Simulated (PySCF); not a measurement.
# Ge⁺ (germanium, charge +1) across methods

[Ar] 3d10 4s1 4p1 5s1, high-spin 4P determinant (an excited configuration). All numbers are calculated (PySCF 2.14, no relativity, point nucleus, in dyall-av2z). The B2PLYP total includes its PT2 part (frozen core); its orbital energies are those of the SCF part.

```csv
method,E (hartree),mean ε 4s α (eV),mean ε 4p α (eV),mean ε 5s α (eV),Σ⟨r²⟩ (bohr²),⟨S²⟩
PBE0,-2075.848,-26.255,-17.146,-7.183,51.54,3.751
LDA,-2072.946,-25.105,-15.956,-6.851,50.75,3.751
r2SCAN,-2076.087,-25.286,-16.393,-6.755,51.64,3.751
LC-wPBE,-2075.825,-29.489,-20.018,-8.435,52.05,3.751
UHF,-2074.57795,-30.020,-20.361,-8.036,53.19,3.751
PBEsol,-2074.298,-24.857,-15.904,-6.779,51.05,3.751
PBE,-2075.795,-24.801,-15.916,-6.786,51.04,3.751
BP86,-2076.368,-24.970,-16.013,-6.887,50.98,3.751
```

Question: Estimate the same row for B2PLYP.

Answer: E (hartree) = -2075.698; mean ε 4s α (eV) = -27.637; mean ε 4p α (eV) = -18.205; mean ε 5s α (eV) = -7.369; Σ⟨r²⟩ (bohr²) = 52.15; ⟨S²⟩ = 3.750.

The outer electron is Rydberg-like, and this basis confines it to a smaller radius and binds it less than a complete one would.
